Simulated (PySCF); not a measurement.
## Ruthenium: a sound run and one with changed settings

Sound run: Ru⁺ [Kr] 4d7, Ru²⁺ [Kr] 4d6. Computed with PySCF 2.14 in def2-TZVP with the def2 core potential (28 electrons) (6s4p3d1f, 40 functions), with scalar relativity through the core potential. The sound run starts from symmetry-adapted Hartree-Fock orbitals and uses a fine grid where one is needed.

A second run was set up differently.

| species | method | sound run (hartree) | changed run (hartree) | converged |
| --- | --- | --- | --- | --- |
| Ru⁺ | UHF | -93.88957 | -93.88957 | yes |
| Ru⁺ | r2SCAN | -94.55276 | -91.30135 | yes |
| Ru⁺ | M06-L | -94.59091 | -91.24795 | no |
| Ru²⁺ | UHF | -93.33978 | -93.33978 | yes |
| Ru²⁺ | r2SCAN | -93.94198 | -90.44938 | yes |
| Ru²⁺ | M06-L | -93.97554 | -90.38138 | yes |

Ionisation energy of Ru⁺:

```csv
method,sound run (eV),changed run (eV)
UHF,14.961,14.961
r2SCAN,16.620,23.183
```

Question: What was changed?
A. a valence shell is frozen
B. basis contracted for another Hamiltonian
C. radial grid too coarse
D. too few SCF iterations

Answer: C. It used radial step 1.2 in ln r (0.13 in the sound run). A coarse radial grid mis-integrates the density and the exchange-correlation energy, with errors of either sign; Hartree-Fock needs no grid.
